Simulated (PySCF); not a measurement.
1-acetylimidazole, C5H6N2O.
Geometry (GFN2-xTB, Å), atoms numbered from 1 in this order:
```xyz
14
C5H6N2O angstrom
C     -2.016   -0.581    0.047
C     -1.062    0.408    0.657
O     -1.367    1.233    1.476
N      0.256    0.312    0.203
C      0.816   -0.551   -0.719
C      2.131   -0.222   -0.793
N      2.408    0.819    0.052
C      1.291    1.116    0.626
H     -3.005   -0.417    0.468
H     -1.695   -1.597    0.265
H     -2.057   -0.448   -1.032
H      0.254   -1.304   -1.230
H      2.903   -0.658   -1.394
H      1.143    1.890    1.352
```

Mayer bond orders were computed from the PBE0/pcSseg-1 density (PySCF). Geometry: GFN2-xTB, one conformer, isolated molecule.

Question: Rank these bonds by Mayer order, highest first.
A. N7–C8
B. C2–N4
C. C2–O3
D. C5–C6
E. C1–C2
F. C6–N7

Answer: C (2.00), A (1.68), D (1.60), F (1.28), E (1.03), B (0.93).

Question: Set the orders of all bonds between heavy atoms beside their lengths and the difference of the Hirshfeld charges at their ends.

Answer: 
```json
{"bond": "C2–O3", "Mayer order": "2.002", "length (Å)": "1.202", "q(first) − q(second) (e)": "+0.446"}
{"bond": "N7–C8", "Mayer order": "1.678", "length (Å)": "1.290", "q(first) − q(second) (e)": "-0.248"}
{"bond": "C5–C6", "Mayer order": "1.597", "length (Å)": "1.357", "q(first) − q(second) (e)": "-0.007"}
{"bond": "C6–N7", "Mayer order": "1.280", "length (Å)": "1.369", "q(first) − q(second) (e)": "+0.164"}
{"bond": "C8–N4", "Mayer order": "1.085", "length (Å)": "1.378", "q(first) − q(second) (e)": "+0.068"}
{"bond": "N4–C5", "Mayer order": "1.055", "length (Å)": "1.382", "q(first) − q(second) (e)": "+0.023"}
{"bond": "C1–C2", "Mayer order": "1.028", "length (Å)": "1.503", "q(first) − q(second) (e)": "-0.326"}
{"bond": "C2–N4", "Mayer order": "0.929", "length (Å)": "1.397", "q(first) − q(second) (e)": "+0.223"}
```

Mayer orders depend on the basis set.
